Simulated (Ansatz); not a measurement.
C$_{2}$H$_{5}$BClF (`CB(F)CCl`), relaxed with RKS PBE-D4/def2-SVP in Ansatz from a rough embedded geometry. The force threshold is 0.03 eV/Å; the program also tests the step.

The species carries charge 0 and has multiplicity 1.

Start:

```xyz
10

C    -0.574    0.986   -0.818
B    -0.392    0.129    0.466
F    -1.299    0.365    1.535
C     0.797   -0.952    0.705
Cl    0.582   -2.263   -0.533
H     0.400    1.536   -1.058
H    -1.394    1.661   -0.754
H    -0.712    0.255   -1.691
H     0.812   -1.316    1.676
H     1.779   -0.401    0.472
```

```
         step  energy (eV)  largest force (eV/Å)  largest move (Å)
            1  -18053.1341                 3.568             0.000
            2  -18053.4178                 1.129             0.071
            3  -18053.4566                 0.617             0.064
            4  -18053.4759                 0.182             0.042
            5  -18053.4771                 0.056             0.010
            6  -18053.4777                 0.040             0.016
            7  -18053.4789                 0.147             0.047
            8  -18053.4798                 0.267             0.104
            9  -18053.4835                 0.154             0.014
           10  -18053.4918                 0.131             0.133
11 (rejected)  -18053.4883                 0.317             0.198
           12  -18053.4947                 0.075             0.067
           13  -18053.4988                 0.086             0.096
           14  -18053.4998                 0.117             0.079
           15  -18053.5009                 0.159             0.120
           16  -18053.5026                 0.098             0.018
17 (rejected)  -18053.5018                 0.271             0.041
           18  -18053.5038                 0.036             0.020
           19  -18053.5040                 0.027             0.018
           20  -18053.5042                 0.085             0.053
           21  -18053.5045                 0.032             0.005
           22  -18053.5046                 0.010             0.011
```

End:

```xyz
10

C    -0.522    0.998   -0.835
B    -0.340    0.142    0.466
F    -1.206    0.288    1.483
C     0.829   -0.913    0.666
Cl    0.076   -2.340   -0.190
H     0.047    1.947   -0.702
H    -1.577    1.281   -1.017
H    -0.109    0.501   -1.734
H     1.021   -1.217    1.713
H     1.781   -0.686    0.151
```

It took 21 s on 4 threads of an Arm Neoverse V2 on a shared host, with 0.16 GiB of host memory at the peak.
